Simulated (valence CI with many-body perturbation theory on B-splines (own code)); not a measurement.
Values are calculated unless marked as measured or tabulated.
# Basis-set convergence for Sm30+

Level of theory: configuration interaction combined with many-body perturbation theory (CI+MBPT): four valence electrons over a frozen Dirac-Fock core [Ar] 3d10, radial functions for each j: 9 s, 9 p, 8 d, 6 f, 3 g, 1 h, with the one-electron correlation potential Σ1, the two-electron term Σ2, the three-electron term Σ3, Breit, model QED; selected CI, second order for the rest, scaled by the run's own slope (own B-spline code, finite nucleus).

No measured spectrum was set against this ion. As an estimate, large intervals hold to a few tenths of a per cent, small ones and those within an open d or f shell to about a per cent.

The reference run has the lowest level (4s^2 4p1/2^2) J=0 and an ionisation energy of 1182.04 eV. Its largest variational space holds 20000 state functions.

Levels are named by their leading jj configuration (3d3/2^4 stands for four electrons in 3d with j = 3/2), which in mixed levels can hold well under half, so a name can repeat and another be missing. Letters in brackets count levels of one name in rising energy.

Changed runs:
A. basis 6 s, 6 p, 5 d, 3 f, 1 g
B. basis 5 s, 5 p, 4 d, 2 f

Excitation energies of the reference run in cm⁻¹, and shifts in cm⁻¹:

```tsv
Level	Reference	A	B
(4s^2 4p1/2 4p3/2) J=1	267535	-94	-351
(4s^2 4p1/2 4p3/2) J=2	293482	+7.3	+111
(4s^2 4p3/2^2) J=2	580591	-53	-83
(4s^2 4p3/2^2) J=0	638794	+72	+499
(4s 4p1/2^2 4p3/2) J=2	806937	-148	-534
(4s 4p1/2^2 4p3/2) J=1	897050	+16	+182
(4s 4p1/2 4p3/2^2) J=2 [a]	1053740	-218	-769
(4s 4p1/2 4p3/2^2) J=3	1104430	-105	-296
(4s^2 4p1/2 4d3/2) J=2	1147220	-44	-19
(4s 4p1/2 4p3/2^2) J=0	1158100	-8.4	+142
(4s 4p1/2 4p3/2^2) J=1 [a]	1182280	-24	+72
(4s 4p1/2 4p3/2^2) J=1 [b]	1222920	+84	+527
Ionisation energy (eV)	1182.04	-0.035	-0.14
```
